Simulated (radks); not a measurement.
Values are calculated unless marked as measured or tabulated.
Task: Dy V, configuration [Kr] 4d10 4f(5/2: 6, 7/2: 3) 5s2 5p(1/2: 1, 3/2: 4) (not the ground configuration). Level of theory: Dirac Kohn-Sham, relativistic LDA (MacDonald-Vosko exchange, VWN5 correlation), spin-unpolarised, spherical densities, finite nucleus; Fermi nuclear charge, rms radius 5.2218 fm (a radial shooting solver on a logarithmic mesh with Libxc functionals). Some entries of the table are withheld. Estimate them.

orbital,occ.,eigenvalue (hartree),r(max) (bohr),<r> (bohr)
1s1/2,2,-1958.322,(1),0.02121
2s1/2,2,-327.8786,0.07651,0.08954
2p1/2,2,-312.2928,(2),0.07460
2p3/2,4,-283.2249,(3),0.08162
3s1/2,2,-74.40311,0.2164,0.2349
3p1/2,2,-67.53247,0.2036,0.2244
3p3/2,4,-61.49245,0.2162,0.2377
3d3/2,4,-49.57592,0.1709,0.2099
3d5/2,6,-48.24970,0.1745,0.2141
4s1/2,2,-16.13100,0.4955,0.5309
4p1/2,2,(4),0.4982,0.5409
4p3/2,4,(5),0.5253,0.5714
4d3/2,4,-7.54003,0.5296,0.6023
4d5/2,6,-7.29176,0.5384,0.6131
5s1/2,2,(6),1.143,1.261
5p1/2,1,-2.64883,1.234,1.387
5p3/2,4,-2.44656,1.308,1.468
4f5/2,6,-1.88920,0.5306,0.7832
4f7/2,3,-1.85374,0.5356,0.7934

Result: 
(1) 1s1/2 r(max) (bohr): 0.01344
(2) 2p1/2 r(max) (bohr): 0.05757
(3) 2p3/2 r(max) (bohr): 0.06357
(4) 4p1/2 eigenvalue (hartree): -13.41019
(5) 4p3/2 eigenvalue (hartree): -12.04982
(6) 5s1/2 eigenvalue (hartree): -3.42964
